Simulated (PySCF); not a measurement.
Q: What does the PBE0/def2-SVP structure of `O=C1C=CC=CC=C1` look like in three dimensions?

A: 
Z-matrix in Å and degrees, rows numbered from 1:
```
O 
C   1  1.2235
C   2  1.4708  1  119.28
C   3  1.3596  2  131.25  1  -178.34
C   4  1.4330  3  130.09  2    -0.38
C   5  1.3630  4  127.97  3    -0.71
C   6  1.4330  5  127.99  4     0.00
C   7  1.3598  6  130.10  5     0.71
H   3  1.0947  2  111.15  1     1.23
H   4  1.0950  3  115.40  2   179.59
H   5  1.0939  4  115.37  3   179.51
H   6  1.0940  5  116.64  4  -179.78
H   7  1.0950  6  114.49  5  -179.32
H   8  1.0947  2  111.23  1    -1.23
```

The 7 C–C bonds span 1.360 Å (C3–C4, drawn aromatic) to 1.471 Å (C2–C8, drawn aromatic), a spread of 0.111 Å. The 7-membered ring C2–C3–C4–C5–C6–C7–C8 has internal angles of 121.3° to 131.3°; it is planar, 0.01 Å rms from its mean plane, widest ring torsion 2°. The 8 heavy atoms lie in one plane (0.012 Å rms).

Level of theory: PBE0/def2-SVP geometry optimisation, gas phase (PySCF 2.14.0).

No frequency check.
